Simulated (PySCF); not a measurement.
This PySCF input asks for the NMR shieldings of SMILES [Cl+]1[AlH-]([CH]=C)[Cl+][AlH2-]1, C2H6Al2Cl2; the geometry comes from GFN2-xTB.

```python
import basis_set_exchange as bse
import numpy as np
from pyscf import gto, dft
from pyscf.prop import nmr

atoms = """
C    -2.724436   -0.666497    0.010913
C    -1.414451   -0.910770   -0.070005
Al   -0.240565    0.624756    0.301715
Cl    1.365185    0.122410    1.746623
Al    2.890308    0.358343    0.204074
Cl    1.335473    0.867259   -1.239810
H    -3.491524   -1.408584   -0.166373
H    -3.087437    0.320548    0.265139
H    -1.133904   -1.933587   -0.332398
H    -0.694058    2.048756    0.662504
H     3.456358   -1.031593   -0.148980
H     3.740249    1.608273    0.505290
"""
names = dict.fromkeys(["C", "Al", "Cl", "H"], "pcSseg-1")
basis = {el: gto.basis.parse(bse.get_basis(n, elements=[el], fmt="nwchem")) for el, n in names.items()}
mol = gto.M(atom=atoms, basis=basis, charge=0, verbose=0)
mf = dft.RKS(mol, xc="PBE0")
mf.grids.level = 2
mf.grids.alignment = dft.numint.BLKSIZE   # the property module wants whole blocks of grid points
mf.conv_tol = 1e-9
mf.kernel()

calc = nmr.RKS(mf)   # GIAO
C = mf.mo_coeff
Co = C[:, mf.mo_occ > 0]
resp = mf.gen_response(singlet=True, hermi=2)
def vind(x):   # induced exchange potential for any number of trial vectors
    d = np.einsum("pi,xij,qj->xpq", C, 2 * x.reshape(-1, C.shape[1], Co.shape[1]), Co, optimize=True)
    return np.einsum("xpq,pi,qj->xij", resp(d - d.transpose(0, 2, 1)), C, Co, optimize=True).ravel()
mo1, _ = nmr.rhf.solve_mo1(calc, with_cphf=vind)
sigma = calc.kernel(mo1)
for i, s in enumerate(sigma):   # ppm
    print("%2d %-2s %9.2f" % (i, mol.atom_pure_symbol(i), np.trace(s) / 3))
```

Q: What does it print?

A: 
```
 0 C      35.53
 1 C      33.87
 2 Al    423.27
 3 Cl    926.26
 4 Al    413.04
 5 Cl    926.35
 6 H      24.83
 7 H      25.30
 8 H      24.71
 9 H      27.08
10 H      27.08
11 H      27.09
```

These numbers come from an equivalent density-fitted implementation of the same equations, which agrees with the script to about 0.01 ppm for H and up to a few tenths of a ppm for heavy atoms, so last digits may differ.

Size and cost of the density-fitted run: 160 basis functions, 24 s wall time on 1 thread of an Arm Neoverse V1, shared host; peak memory 0.77 GiB.
